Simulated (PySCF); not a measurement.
These 2 structures share the formula C8H13FO. Method used: PBE0-D3(BJ)/def2-SVP geometry optimisation, gas phase in PySCF. One conformer each; no zero-point energy, no entropy. No frequencies were run at this level. Point groups hold within 0.08 Å.

Task: Order them by energy at this level, lowest first, and give relative energies in kJ/mol.
A. `[CH3:1][O:2][C:3]1([F:4])[CH2:5][C:6]2([CH2:7][CH2:8][CH2:9]2)[CH2:10]1` with C1–O2–C3–F4 -64°
B. `[CH3:1][O:2][C@@H:3]1[C@H:4]([F:5])[CH2:6][C:7]12[CH2:8][CH2:9][CH2:10]2` with C1–O2–C3–C4 -85°

Result: A (0.0), B (42.0).

| SMILES | E (Eh) | E rel (kJ/mol) | dipole (D) | point group | A, B, C (MHz) |
| --- | --- | --- | --- | --- | --- |
| COC1(F)CC2(CCC2)C1 | -486.80867 | 0.0 | 1.56 | C1 | 3357, 806.0, 758.5 |
| CO[C@@H]1[C@H](F)CC12CCC2 | -486.79269 | 42.0 | 1.46 | C1 | 2176, 1048, 827.7 |
